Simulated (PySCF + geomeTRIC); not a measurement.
Species: C3H4S, SMILES `CC#CS` (charge 0, multiplicity 1).

### Question
Give a relaxed geometry from B3LYP-D3(BJ)/def2-TZVP in PySCF + geomeTRIC.

### Answer
the end point of this relaxation (outside a Z-matrix the atoms follow the SMILES, hydrogens last).
Bonded distances (Å): C1–C2 1.453, C1–H5 1.092, C1–H6 1.092, C1–H7 1.092, C2–C3 1.205, C3–S4 1.688, S4–H8 1.347. Angles (°): C2–C1–H5 110.7, C2–C1–H6 111.7, C2–C1–H7 110.7, H5–C1–H6 108.0, H5–C1–H7 107.5, H6–C1–H7 108.0, C1–C2–C3 179.4, C2–C3–S4 174.6, C3–S4–H8 97.6.
